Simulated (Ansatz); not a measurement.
Spectroscopic constants of BBr, closed-shell singlet (the spin of the measured ground state). No spin–orbit coupling. Br is treated without relativity.

D_e counts from the fitted minimum to each atom's lowest state at the same level, without counterpoise. The singlet is restricted.

Correlated levels freeze the inner cores; with def2 sets outer-core shells near the valence are correlated too. CBS: X⁻³ extrapolation of the correlation energy, Hartree–Fock from the larger set.

Run with Ansatz (a program for electronic structure) with Gaussian orbitals. 

Task: What bond energy D_e does CAM-B3LYP/def2-TZVPP give?

Result: 420 kJ/mol

Task: What is the computed bond energy D_e (CCSD(T)/CBS(def2-TZVPP, def2-QZVPP))?

Result: 444 kJ/mol

Task: Estimate the bond energy D_e that BHLYP/def2-TZVPP returns for this input.

Result: 402 kJ/mol

Doubts at one or more of the structures used: a restricted determinant that unrestricted orbitals would lower (CCSD(T)/CBS(def2-TZVPP, def2-QZVPP)).
